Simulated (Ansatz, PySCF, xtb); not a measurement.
Isomers of C2H7Al: 1 is [CH3][AlH][CH3], 2 is C[CH2][AlH2]; one conformer of each (the lowest of an xTB search), B3LYP-D3(BJ)/def2-TZVP minima.
Isomer 1 (charge 0, multiplicity 1):
```
atom    x (Å)    y (Å)    z (Å)
----  -------  -------  -------
C     -1.7104  -0.0912   0.1939
Al     0.0232   0.6320  -0.3593
C      1.6912  -0.3146   0.0355
H     -1.9587   0.2688   1.1995
H     -2.5270   0.2221  -0.4607
H     -1.7100  -1.1830   0.2453
H      0.0817   2.0132  -1.1418
H      1.9992  -0.9056  -0.8353
H      2.5162   0.3692   0.2511
H      1.5947  -1.0110   0.8719
```
Isomer 2 (charge 0, multiplicity 1):
| atom | x (Å) | y (Å) | z (Å) |
|---|---|---|---|
| C | -1.2616 | 0.4422 | 0.0008 |
| C | -0.1469 | -0.5980 | 0.1832 |
| Al | 1.6889 | -0.0011 | -0.1677 |
| H | -1.1193 | 1.3029 | 0.6584 |
| H | -1.2874 | 0.8281 | -1.0208 |
| H | -2.2505 | 0.0289 | 0.2167 |
| H | -0.1708 | -1.0041 | 1.2030 |
| H | -0.3358 | -1.4714 | -0.4547 |
| H | 2.8945 | -1.0175 | -0.0017 |
| H | 1.9888 | 1.4900 | -0.6172 |

No zero-point or thermal terms.

Codes used: Ansatz (Gaussian orbitals); PySCF for the dispersion terms; xtb for the GFN methods. Values without a source in brackets are computed.

Q: One of these levels gives 62.8 kJ/mol for the electronic energy of isomer 2 less that of isomer 1. Which one is it?
A) GFN1-xTB
B) PBE-D3(BJ)/def2-TZVPP
C) HF/cc-pV(D+d)Z

A: B, PBE-D3(BJ)/def2-TZVPP. The others give -14.1 (GFN1-xTB), 46.2 (HF/cc-pV(D+d)Z)

Ansatz is an electronic-structure program.
